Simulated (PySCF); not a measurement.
PbI, SMILES [I][Pb+] (connectivity only; charge and spin as stated), charge +1, multiplicity 1.

Geometry: r2SCAN-D4/def2-TZVP. The spin state was assumed, not searched. The def2 effective core potentials stand for the cores of I, Pb; spin–orbit coupling is left out.

These are r2SCAN-D4/def2-TZVP (PySCF) values and carry that method's errors.

Frequencies are harmonic and unscaled.

```json
[
 {"mode": "1", "ν (cm⁻¹)": "204", "IR (km/mol)": "15.8", "moving atoms (share of kinetic energy)": "I 62 %, Pb 38 %"}
]
```
